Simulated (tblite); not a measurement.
A geometry optimisation, step by step.

Compound: C6H9NSi.
Bonds: C1–C2 (double), C2–C3, C3–N4, N4–C5, C5–C6 (double), C6–C7, N4–Si8, C2–Si8, C5–C7. Hydrogens: H9, H10 on C1; H11, H12 on C3; H13 on C6; H14, H15 on C7; H16, H17 on Si8.

Computed with GFN2-xTB (tblite), gas phase: L-BFGS steps from a force-field or distance-geometry start until the largest atomic force falls under 0.01 eV/Å. 11 of its 35 geometries are shown.

Step 0: E = -597.4306 eV, largest atomic force 3.433 eV/Å
```
atom  x, y, z in Å  |  force x, y, z in eV/Å
C1     -3.174   -0.372    0.026    0.298  -0.045   0.018
C2     -1.893   -0.036   -0.010   -0.042  -1.235   0.302
C3     -0.590   -0.868    0.152   -0.723  -0.012  -0.220
N4      0.296    0.284   -0.019    0.758  -1.551   0.320
C5      1.613    0.217    0.029   -1.797   0.979  -0.220
C6      2.822    0.667   -0.029    0.911   3.006  -0.412
C7      2.655   -0.746    0.184    1.371  -2.839   0.761
Si8    -0.851    1.470   -0.208   -1.397   3.106  -0.430
H9     -3.478   -1.404    0.181   -0.104   0.248  -0.041
H10    -3.960    0.381   -0.097    0.429  -0.462   0.057
H11    -0.432   -1.624   -0.631   -0.136   0.142   0.096
H12    -0.463   -1.357    1.125   -0.133   0.123  -0.050
H13     3.496    1.480   -0.128    0.003  -0.031  -0.004
H14     2.832   -1.118    1.183    0.264  -0.709   0.115
H15     2.857   -1.390   -0.645    0.322  -0.933  -0.163
H16    -0.848    2.020   -1.574   -0.011   0.193   0.208
H17    -0.889    2.408    0.935   -0.012   0.021  -0.339
```

Step 3: E = -597.7739 eV, largest atomic force 0.511 eV/Å
```
atom  x, y, z in Å  |  force x, y, z in eV/Å
C1     -3.166   -0.379    0.028    0.289  -0.106   0.031
C2     -1.884   -0.058   -0.003   -0.153  -0.007   0.052
C3     -0.611   -0.874    0.148   -0.054   0.088  -0.017
N4      0.281    0.271   -0.015    0.142   0.177   0.018
C5      1.609    0.228    0.026   -0.419  -0.077  -0.026
C6      2.818    0.707   -0.033    0.042   0.208  -0.003
C7      2.681   -0.773    0.192    0.293  -0.046   0.014
Si8    -0.883    1.526   -0.216   -0.272   0.033  -0.028
H9     -3.484   -1.398    0.180   -0.146  -0.081   0.003
H10    -3.944    0.365   -0.095    0.220  -0.181   0.022
H11    -0.439   -1.622   -0.629   -0.160  -0.050  -0.049
H12    -0.471   -1.353    1.122   -0.172   0.004   0.013
H13     3.510    1.497   -0.131    0.038   0.147  -0.027
H14     2.845   -1.150    1.196    0.225  -0.416  -0.132
H15     2.871   -1.427   -0.651    0.226  -0.384   0.251
H16    -0.849    2.033   -1.575   -0.047   0.353  -0.110
H17    -0.890    2.417    0.929   -0.054   0.338  -0.011
```

Step 7: E = -597.8630 eV, largest atomic force 0.261 eV/Å
```
atom  x, y, z in Å  |  force x, y, z in eV/Å
C1     -3.152   -0.408    0.034   -0.144  -0.041   0.007
C2     -1.884   -0.058    0.005    0.067  -0.002  -0.030
C3     -0.615   -0.863    0.145   -0.009   0.026   0.013
N4      0.276    0.290   -0.012   -0.022  -0.014  -0.012
C5      1.606    0.215    0.024    0.098  -0.071   0.021
C6      2.811    0.720   -0.031    0.150  -0.212   0.030
C7      2.712   -0.773    0.192   -0.108  -0.058   0.005
Si8    -0.917    1.546   -0.222    0.252  -0.020   0.013
H9     -3.504   -1.414    0.181    0.059  -0.139   0.018
H10    -3.914    0.340   -0.092   -0.120   0.030  -0.002
H11    -0.467   -1.622   -0.633   -0.038   0.104   0.023
H12    -0.500   -1.349    1.121   -0.022   0.045  -0.022
H13     3.507    1.517   -0.135   -0.189  -0.083   0.003
H14     2.885   -1.212    1.174    0.094   0.097   0.000
H15     2.912   -1.483   -0.610    0.114   0.103  -0.025
H16    -0.860    2.093   -1.582   -0.094   0.147   0.169
H17    -0.902    2.472    0.916   -0.087   0.088  -0.210
```

Step 10: E = -597.8916 eV, largest atomic force 0.246 eV/Å
```
atom  x, y, z in Å  |  force x, y, z in eV/Å
C1     -3.158   -0.421    0.037    0.121   0.089  -0.023
C2     -1.888   -0.056    0.003   -0.105   0.073  -0.008
C3     -0.616   -0.853    0.146   -0.113  -0.050   0.011
N4      0.283    0.291   -0.011    0.002  -0.036   0.003
C5      1.614    0.203    0.025   -0.116  -0.120   0.023
C6      2.822    0.694   -0.026   -0.039   0.046  -0.016
C7      2.713   -0.789    0.194    0.122  -0.104   0.017
Si8    -0.899    1.549   -0.223   -0.095  -0.051   0.004
H9     -3.501   -1.438    0.184    0.126   0.114  -0.010
H10    -3.920    0.332   -0.091   -0.071  -0.125   0.020
H11    -0.482   -1.608   -0.633    0.042  -0.010  -0.052
H12    -0.513   -1.342    1.119    0.038   0.008   0.048
H13     3.480    1.513   -0.136    0.084   0.045  -0.008
H14     2.914   -1.220    1.167    0.026   0.012   0.244
H15     2.944   -1.488   -0.600    0.043  -0.044  -0.232
H16    -0.878    2.139   -1.561   -0.033   0.084   0.047
H17    -0.919    2.507    0.881   -0.032   0.073  -0.067
```

Step 14: E = -597.9088 eV, largest atomic force 0.088 eV/Å
```
atom  x, y, z in Å  |  force x, y, z in eV/Å
C1     -3.156   -0.419    0.036   -0.032   0.026  -0.005
C2     -1.893   -0.044    0.001    0.045  -0.003   0.009
C3     -0.628   -0.853    0.147    0.024  -0.007  -0.007
N4      0.283    0.284   -0.010   -0.009   0.000   0.003
C5      1.615    0.176    0.030    0.001  -0.015   0.000
C6      2.819    0.681   -0.025   -0.033  -0.014   0.003
C7      2.730   -0.808    0.198    0.009   0.062  -0.008
Si8    -0.900    1.549   -0.224    0.038   0.040   0.000
H9     -3.479   -1.439    0.184    0.078  -0.008   0.005
H10    -3.938    0.310   -0.088   -0.085  -0.008  -0.004
H11    -0.488   -1.602   -0.638   -0.015  -0.031   0.019
H12    -0.519   -1.337    1.123   -0.018  -0.020  -0.019
H13     3.471    1.510   -0.137   -0.002  -0.071   0.010
H14     2.936   -1.224    1.184    0.005   0.002  -0.086
H15     2.969   -1.494   -0.615   -0.003   0.029   0.083
H16    -0.895    2.180   -1.542   -0.001   0.003  -0.026
H17    -0.935    2.541    0.850   -0.003   0.015   0.023
```

Step 17: E = -597.9111 eV, largest atomic force 0.051 eV/Å
```
atom  x, y, z in Å  |  force x, y, z in eV/Å
C1     -3.156   -0.415    0.035    0.010  -0.005   0.005
C2     -1.892   -0.041    0.002   -0.026   0.033  -0.013
C3     -0.628   -0.854    0.146   -0.040   0.006   0.000
N4      0.282    0.282   -0.010   -0.011   0.007  -0.005
C5      1.614    0.171    0.030   -0.028   0.042  -0.007
C6      2.815    0.680   -0.025    0.019   0.011   0.001
C7      2.734   -0.806    0.198   -0.048  -0.014   0.000
Si8    -0.897    1.553   -0.224    0.031   0.006   0.002
H9     -3.466   -1.439    0.185    0.036  -0.018   0.003
H10    -3.949    0.305   -0.087   -0.001  -0.020   0.002
H11    -0.490   -1.605   -0.637   -0.017  -0.005   0.016
H12    -0.521   -1.339    1.122   -0.016  -0.011  -0.013
H13     3.471    1.503   -0.136    0.028   0.018  -0.003
H14     2.939   -1.224    1.180    0.023  -0.012   0.021
H15     2.973   -1.493   -0.611    0.021  -0.019  -0.015
H16    -0.897    2.186   -1.542    0.010  -0.014  -0.005
H17    -0.938    2.547    0.849    0.009  -0.006   0.011
```

Step 20: E = -597.9120 eV, largest atomic force 0.035 eV/Å
```
atom  x, y, z in Å  |  force x, y, z in eV/Å
C1     -3.156   -0.414    0.035    0.004  -0.012   0.001
C2     -1.893   -0.036    0.000   -0.007   0.014  -0.005
C3     -0.633   -0.853    0.146    0.002   0.021  -0.002
N4      0.280    0.282   -0.010    0.010   0.000  -0.002
C5      1.612    0.173    0.030    0.029  -0.013   0.004
C6      2.814    0.681   -0.024    0.002  -0.005   0.001
C7      2.731   -0.806    0.198    0.016  -0.013   0.003
Si8    -0.893    1.556   -0.224   -0.035   0.003  -0.002
H9     -3.455   -1.441    0.186    0.013  -0.010   0.002
H10    -3.955    0.299   -0.087    0.008  -0.022   0.004
H11    -0.494   -1.607   -0.635   -0.026   0.015  -0.007
H12    -0.525   -1.341    1.120   -0.025   0.013   0.004
H13     3.475    1.501   -0.136    0.004   0.004  -0.001
H14     2.943   -1.225    1.179   -0.014   0.012   0.003
H15     2.976   -1.494   -0.610   -0.014   0.008  -0.009
H16    -0.896    2.187   -1.543    0.018  -0.009  -0.003
H17    -0.938    2.549    0.849    0.017  -0.005   0.008
```

Step 24: E = -597.9129 eV, largest atomic force 0.046 eV/Å
```
atom  x, y, z in Å  |  force x, y, z in eV/Å
C1     -3.155   -0.417    0.036   -0.003  -0.007  -0.002
C2     -1.896   -0.029   -0.002    0.014  -0.025   0.012
C3     -0.637   -0.847    0.145    0.008  -0.010   0.000
N4      0.281    0.284   -0.011   -0.002   0.011   0.003
C5      1.613    0.173    0.030   -0.029   0.005  -0.002
C6      2.817    0.680   -0.024    0.001  -0.001  -0.002
C7      2.731   -0.807    0.198    0.006   0.024  -0.005
Si8    -0.895    1.560   -0.224    0.046  -0.002   0.001
H9     -3.441   -1.448    0.187   -0.004  -0.013   0.002
H10    -3.960    0.288   -0.085   -0.022  -0.007   0.002
H11    -0.505   -1.604   -0.635    0.001   0.021  -0.017
H12    -0.536   -1.338    1.119   -0.001   0.029   0.005
H13     3.478    1.499   -0.136   -0.014  -0.014   0.002
H14     2.943   -1.224    1.181   -0.008  -0.010   0.001
H15     2.975   -1.493   -0.611   -0.008  -0.007   0.004
H16    -0.890    2.185   -1.546    0.009   0.005  -0.002
H17    -0.932    2.549    0.853    0.008   0.000  -0.002
```

Step 27: E = -597.9132 eV, largest atomic force 0.021 eV/Å
```
atom  x, y, z in Å  |  force x, y, z in eV/Å
C1     -3.155   -0.419    0.036    0.003  -0.002   0.001
C2     -1.896   -0.028   -0.001   -0.010   0.017  -0.001
C3     -0.637   -0.846    0.145   -0.007   0.001   0.000
N4      0.281    0.285   -0.011   -0.003  -0.011   0.004
C5      1.613    0.173    0.030    0.007  -0.001   0.000
C6      2.816    0.679   -0.024   -0.011   0.008  -0.003
C7      2.732   -0.807    0.198   -0.017  -0.012   0.003
Si8    -0.892    1.561   -0.224   -0.008   0.001  -0.003
H9     -3.436   -1.451    0.188   -0.002   0.002  -0.002
H10    -3.963    0.283   -0.085    0.001  -0.017   0.003
H11    -0.508   -1.601   -0.637    0.016   0.002  -0.008
H12    -0.539   -1.334    1.119    0.016   0.004   0.008
H13     3.478    1.498   -0.136    0.004   0.012  -0.001
H14     2.942   -1.224    1.181   -0.004  -0.006  -0.003
H15     2.974   -1.493   -0.611   -0.004  -0.004   0.004
H16    -0.888    2.186   -1.546    0.009   0.005   0.002
H17    -0.929    2.550    0.853    0.009   0.002  -0.003
```

Step 31: E = -597.9134 eV, largest atomic force 0.016 eV/Å
```
atom  x, y, z in Å  |  force x, y, z in eV/Å
C1     -3.155   -0.420    0.036   -0.004  -0.001   0.001
C2     -1.897   -0.026   -0.001    0.004  -0.014  -0.001
C3     -0.638   -0.844    0.144    0.008   0.004   0.001
N4      0.280    0.285   -0.010   -0.001   0.016  -0.003
C5      1.612    0.173    0.030   -0.010   0.005  -0.001
C6      2.816    0.679   -0.024    0.007  -0.009   0.002
C7      2.730   -0.807    0.198    0.004   0.005  -0.002
Si8    -0.891    1.562   -0.224   -0.002   0.002   0.000
H9     -3.433   -1.453    0.188    0.005  -0.006   0.000
H10    -3.966    0.278   -0.084   -0.007   0.004   0.000
H11    -0.508   -1.598   -0.639    0.004   0.000   0.013
H12    -0.539   -1.331    1.120    0.004  -0.007  -0.010
H13     3.478    1.498   -0.136   -0.011  -0.007   0.001
H14     2.940   -1.225    1.180   -0.005  -0.001   0.004
H15     2.973   -1.494   -0.610   -0.005  -0.003  -0.003
H16    -0.883    2.186   -1.547    0.005   0.006   0.000
H17    -0.925    2.550    0.853    0.005   0.005  -0.002
```

Step 34: E = -597.9135 eV, largest atomic force 0.009 eV/Å
```
atom  x, y, z in Å  |  force x, y, z in eV/Å
C1     -3.155   -0.422    0.037    0.003  -0.003  -0.002
C2     -1.898   -0.025   -0.002    0.002  -0.004   0.003
C3     -0.638   -0.843    0.144    0.004  -0.003  -0.001
N4      0.280    0.287   -0.011    0.000   0.002   0.000
C5      1.611    0.174    0.030   -0.006   0.007  -0.001
C6      2.815    0.678   -0.024   -0.001   0.002   0.000
C7      2.728   -0.808    0.198   -0.001   0.002  -0.001
Si8    -0.893    1.563   -0.225    0.007   0.001   0.001
H9     -3.431   -1.455    0.188    0.003  -0.005   0.002
H10    -3.969    0.274   -0.083    0.004   0.003   0.000
H11    -0.506   -1.596   -0.638    0.000  -0.004  -0.001
H12    -0.536   -1.331    1.119   -0.002   0.000   0.000
H13     3.477    1.498   -0.136    0.002  -0.005   0.000
H14     2.938   -1.226    1.180   -0.004  -0.001   0.007
H15     2.970   -1.496   -0.610   -0.005  -0.003  -0.006
H16    -0.879    2.188   -1.547   -0.003   0.004  -0.002
H17    -0.921    2.551    0.853   -0.003   0.006   0.000
```

Problem. Summarise the path.

Solution. The energy falls by 46.59 kJ/mol from step 0 to step 34; nine tenths of that is first reached at step 8. It falls at every step. The largest force goes from 3.433 to 0.009 eV/Å. Among the bonds N4–Si8 changes most, from 1.660 to 1.746 Å; the atoms move by 0.099 Å rms after alignment.

Problem. Follow the three bonds and two angles with the largest change from start to end.

Solution. 
```
step  E above end (kJ/mol)  largest force (eV/Å)  N4–Si8 (Å)  C5–C7 (Å)  C6–C7 (Å)  H16–Si8–H17 (°)  H14–C7–H15 (°)
   0                 46.59                 3.433       1.660      1.427      1.438            118.7           118.6
   1                 32.20                 4.267       1.730      1.499      1.522            121.4           121.8
   3                 13.47                 0.511       1.723      1.477      1.504            121.6           118.9
   4                 10.60                 0.419       1.723      1.481      1.503            121.2           117.3
   6                  6.33                 0.455       1.738      1.491      1.512            119.8           113.2
   7                  4.88                 0.261       1.744      1.493      1.513            118.9           111.9
   9                  3.04                 0.292       1.744      1.490      1.506            116.9           111.0
  10                  2.12                 0.246       1.739      1.490      1.503            115.2           111.2
  12                  0.90                 0.162       1.739      1.495      1.506            112.5           112.5
  13                  0.62                 0.104       1.742      1.497      1.508            111.9           113.0
  15                  0.35                 0.082       1.747      1.496      1.507            111.6           113.1
  16                  0.28                 0.068       1.747      1.496      1.506            111.5           113.0
  18                  0.20                 0.055       1.746      1.496      1.504            111.5           112.6
  19                  0.17                 0.042       1.745      1.496      1.504            111.5           112.5
  21                  0.13                 0.035       1.746      1.496      1.506            111.7           112.5
  22                  0.11                 0.036       1.747      1.496      1.507            111.8           112.5
  24                  0.06                 0.046       1.748      1.496      1.506            112.1           112.7
  25                  0.04                 0.032       1.747      1.496      1.505            112.1           112.8
  27                  0.03                 0.021       1.746      1.497      1.505            112.1           112.7
  28                  0.02                 0.020       1.746      1.497      1.505            112.2           112.7
  30                  0.01                 0.014       1.746      1.496      1.506            112.2           112.6
  31                  0.01                 0.016       1.746      1.496      1.506            112.2           112.6
  33                  0.00                 0.018       1.746      1.496      1.506            112.2           112.6
  34                  0.00                 0.009       1.746      1.496      1.505            112.1           112.6
```

What follows is the cost of the whole relaxation. The run took 0.2 s on one thread, Intel Xeon 6975P-C (x86_64), shared host.
